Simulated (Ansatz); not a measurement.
Geometry optimisation, RKS PBE/def2-SVP (Ansatz 0.2.0).

Input file:

```yaml
crystal:
  periodic: [false, false, false]
  atoms:
    - { symbol: C, position_ang: [-0.1219, 0.965, 0.1641] }
    - { symbol: C, position_ang: [-0.4228, -0.4849, -0.0222] }
    - { symbol: Se, position_ang: [0.9131, -1.5091, 0.9007] }
    - { symbol: Te, position_ang: [-0.3111, -0.9896, -2.1085] }
    - { symbol: H, position_ang: [0.8302, 1.2761, -0.2672] }
    - { symbol: H, position_ang: [-0.949, 1.6031, -0.3907] }
    - { symbol: H, position_ang: [-0.1876, 1.2822, 1.2323] }
    - { symbol: H, position_ang: [-1.3772, -0.7266, 0.3858] }
    - { symbol: H, position_ang: [0.4433, -0.9958, 2.3196] }
    - { symbol: H, position_ang: [1.266, -0.4715, -2.2109] }
basis:
  gaussian: { orbitals: def2-SVP }
hamiltonian:
  xc: pbe
relax:
  f_tol: 0.015
  max_steps: 40
```

Command:

```bash
$ ansatz run input.yaml --threads 2 --pin off --max-ram 3072MiB --backend cpu --events-out ev --progress --plain --runs-dir out
```

Question: Where does it end, and by what steps?

Answer: It converged. After 6 steps the energy has fallen by 0.364 eV; H9 moved furthest, 0.20 Å.

```tsv
step	energy less start (eV)	largest force component (eV/Å)	accepted
0	0.0000	2.314	yes
1	-0.2279	1.166	yes
2	-0.3440	0.318	yes
3	-0.3616	0.138	yes
4	-0.3635	0.063	yes
5	-0.3641	0.015	yes
6	-0.3643	0.005	yes
```

```xyz
10
Properties=species:S:1:pos:R:3
C -0.163 1.033 0.180
C -0.409 -0.454 -0.016
Se 0.843 -1.621 0.979
Te -0.316 -1.091 -2.126
H 0.863 1.319 -0.124
H -0.885 1.635 -0.410
H -0.285 1.305 1.251
H -1.442 -0.739 0.267
H 0.632 -0.950 2.299
H 1.245 -0.487 -2.297
```

Run time: 20 s on 2 threads of Arm Neoverse V1 (shared host), peak memory 0.17 GiB.
